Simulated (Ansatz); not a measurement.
A made-up structure of GeSiH₄O, singlet:

O1  (-0.807, -0.524, 0.738)
Si2  (-0.660, -0.239, -0.882)
Ge3  (0.858, 0.371, 0.672)
H4  (-0.475, -1.420, -1.761)
H5  (-1.285, -0.912, 1.487)
H6  (0.757, 1.658, 1.503)
H7  (1.942, -0.568, 1.219)
(Å)

It is relaxed with PBE-D4/def2-SVP and then PBE0-D4/def2-TZVP (Ansatz 0.2.0). Atoms count as bonded within 1.22 times the sum of their covalent radii (H–H: 0.88 Å). The end point is not checked to be a true minimum.

Task: Does its bonding change? (Judge from chemistry; the calculation decides.)

Result: The calculation gives: No: no bond forms or breaks.

Where it ends: The first stage lowers the energy by 1.72 eV in 16 steps. It ends as GeSiH₄O ([OH]1[SiH][GeH2]1):
O1  (-0.722, -0.831, 0.821)
Si2  (-0.951, -0.185, -0.950)
Ge3  (0.849, 0.362, 0.509)
H4  (-0.114, -1.342, -1.477)
H5  (-1.360, -0.450, 1.433)
H6  (0.646, 1.390, 1.653)
H7  (1.982, -0.576, 0.986)
(Å)

Labels in which every atom is bracketed show which atoms are joined, not bond orders.

For scale, one of the runs: PBE0-D4/def2-TZVP relaxation, 140 basis functions, launched by `ansatz run in.yaml --threads 2 --pin off --events-out ev --progress --plain --max-ram 4352MiB`. Hardware: 2 CPU threads of an Arm Neoverse V1, shared host. Wall time about 28 s.
